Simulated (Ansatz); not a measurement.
Consider the redistribution: `C[Si@H](O)[Si@H](O)F` + `[SiH3]/C=C\CCl` → `O[Si@H](Cl)[Si@@H](O)F` + `CC/C=C/[SiH3]`.

Program: Ansatz. Geometries: PBE0-D4/def2-TZVP. ΔE: electronic, gas phase. CCSD(T)/CBS is the MP2 limit (def2-TZVPP, def2-QZVPP) plus CCSD(T) − MP2 in def2-TZVPP, frozen cores. Double bonds are as drawn, so ΔE can hold a change between cis and trans. DFT in def2-TZVPP. B3LYP here is the variant with VWN-RPA as its local correlation; programs differ in this. One conformer a species, not always the lowest.

`C[Si@H](O)[Si@H](O)F`:

Cartesian coordinates in Å:
```
C -1.314 -1.690 0.052
Si 0.317 -0.813 -0.097
O 1.113 -0.928 1.348
Si 0.129 1.489 -0.547
O 1.353 2.116 0.359
F -1.275 2.081 -0.039
H -1.953 -1.206 0.793
H -1.839 -1.693 -0.907
H -1.157 -2.729 0.355
H 1.117 -1.436 -1.196
H 1.690 -0.191 1.564
H 0.242 1.957 -1.956
H 1.577 3.044 0.270
```

`[SiH3]/C=C\CCl`:

Z-matrix (Å, degrees):
```
Si
C 1 1.863
H 1 1.488 2 109.7
H 1 1.486 2 108.9 3 118.0
H 1 1.485 2 112.6 3 -121.1
C 2 1.333 1 129.2 3 114.2
H 2 1.090 1 114.8 3 -66.4
C 6 1.484 2 125.8 1 -1.8
H 6 1.089 2 119.7 1 178.4
Cl 8 1.793 6 110.3 2 119.1
H 8 1.091 6 111.3 2 -123.8
H 8 1.087 6 112.7 2 -0.5
```

`O[Si@H](Cl)[Si@@H](O)F`:

```xyz
10

O    -0.168   -0.015   -2.079
Si   -1.047   -0.215   -0.715
F    -1.740   -1.656   -0.676
Si    0.417   -0.092    1.124
O     0.786    1.440    1.572
Cl    2.104   -1.068    0.401
H     0.678   -0.470   -2.120
H    -2.124    0.798   -0.774
H     0.007   -0.778    2.366
H     1.087    2.056    0.902
```

`CC/C=C/[SiH3]`:

```xyz
15

C     1.777    1.169   -1.148
C     1.212    0.893    0.241
C     0.221   -0.222    0.236
C    -1.055   -0.135    0.612
Si   -2.226   -1.570    0.556
H     2.527    1.962   -1.117
H     2.251    0.276   -1.565
H     0.986    1.476   -1.836
H     0.747    1.796    0.649
H     2.037    0.630    0.914
H     0.601   -1.178   -0.127
H    -1.415    0.832    0.967
H    -2.768   -1.881    1.908
H    -1.506   -2.764    0.036
H    -3.391   -1.283   -0.327
```

```json
{"level": "r2SCAN-D4", "ΔE (kcal/mol)": "-31.5", "difference from CCSD(T)/CBS": "-0.1"}
{"level": "PBE0-D4", "ΔE (kcal/mol)": "-30.9", "difference from CCSD(T)/CBS": "0.5"}
{"level": "B3LYP-D4", "ΔE (kcal/mol)": "-30.6", "difference from CCSD(T)/CBS": "0.8"}
{"level": "r2SCAN", "ΔE (kcal/mol)": "-31.6", "difference from CCSD(T)/CBS": "-0.2"}
{"level": "MP2/def2-TZVPP", "ΔE (kcal/mol)": "-32.2", "difference from CCSD(T)/CBS": "-0.8"}
{"level": "CCSD(T)/def2-TZVPP", "ΔE (kcal/mol)": "-31.1", "difference from CCSD(T)/CBS": "0.3"}
{"level": "HF/def2-QZVPP", "ΔE (kcal/mol)": "-33.8", "difference from CCSD(T)/CBS": "-2.4"}
{"level": "MP2/def2-QZVPP", "ΔE (kcal/mol)": "-32.5", "difference from CCSD(T)/CBS": "-1.1"}
{"level": "HF/CBS(def2)", "ΔE (kcal/mol)": "-33.8", "difference from CCSD(T)/CBS": "-2.4"}
{"level": "CCSD/CBS(def2)", "ΔE (kcal/mol)": "-31.8", "difference from CCSD(T)/CBS": "-0.4"}
{"level": "CCSD(T)/CBS", "ΔE (kcal/mol)": "-31.4", "difference from CCSD(T)/CBS": "0"}
```

Largest T1 diagnostic among the species: 0.012.

In def2-TZVPP, CCSD(T) changes the Hartree–Fock value by +2.6 kcal/mol (the triples alone add +0.4 kcal/mol) and MP2 by +1.5 kcal/mol. From PBE to PBE0 (25 % exact exchange), in def2-TZVPP and without D4, ΔE moves by −1.1 kcal/mol.
